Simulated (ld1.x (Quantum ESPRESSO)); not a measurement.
# Which setting gave this result? (thallium (Tl), PAW)

Base potential:

* Element: thallium (Tl)
* Generator: ld1.x (Quantum ESPRESSO) 7.5
* Type: PAW
* Functional: PBEsol
* Relativity: scalar-relativistic
* Frozen core: [Xe] 4f14
* Valence charge: 13
* Reference configuration: 5d10 6s1 6p0 (charge +2)
* Partial waves: 6s (bound): rcut 1.60, rcutus 2.00 bohr; 6s channel at 1.95 Ry: rcut 1.60, rcutus 2.00 bohr; 6p (bound, empty): rcut 2.15, rcutus 2.85 bohr; 6p channel at -0.75 Ry: rcut 2.15, rcutus 2.85 bohr; 5d (bound): rcut 1.20, rcutus 1.40 bohr; 5d channel at -1.55 Ry: rcut 1.20, rcutus 1.40 bohr
* Local potential: all-electron potential smoothed inside 2.30 bohr (lloc = -1)
* Core correction: a·sin(br)/r model core inside 1.30 bohr
* Augmentation charge: PSQ, inside the norm-conserving radii

Cutoffs, loose and tight: the cutoffs (Ry, on a coarse ladder) from which the occupation-weighted sum of valence levels, in a spherical-Bessel basis at the reference potential, stays within 10 and 1 mRy of its value at 400 Ry. They do not see the model core or the augmentation charge, which bear on the density cutoff. Test errors are all-electron minus pseudo excitation energies from the reference, over the configurations 5d10 6s2 6p1; 5d10 6s2 6p0; 5d10 6s0 6p0; 5d10 6s1 6p1; 5d9 6s2 6p1; 5d10 6s0 6p3; 5d9 6s2 6p2; variants that change the core or the reference have their own tests. The largest error is taken over the tests solved by every variant that gives reliable tests at all, those not shown here included: 5d10 6s0 6p0; 5d10 6s1 6p1; 5d10 6s2 6p0; 5d10 6s2 6p1.

Only the scale of all radii but the core radius (base = 1) is moved (3 further runs of the sweep failed or gave no value and are left out):

| scale of all radii but the core radius (base = 1) | cutoff, loose | cutoff, tight | bound ghosts | largest test error (meV) |
| --- | --- | --- | --- | --- |
| 0.95 | 60 Ry | 110 Ry | none | -14 |
| 1 | 55 Ry | 100 Ry | none | -35 |
| 1.18 | 40 Ry | 70 Ry | none | -14 |
| 1.39 | 35 Ry | 50 Ry | none | -14 |

Question: One more run gave cutoff, loose: 45 Ry; cutoff, tight: 80 Ry; bound ghosts: none; largest test error (meV): -14. Which value of the scale of all radii but the core radius (base = 1) was used?

Answer: 1.13. The loose cutoff moves one way along this sweep, from 60 Ry at 0.95 to 35 Ry at 1.39, which places the run between 1 and 1.18.
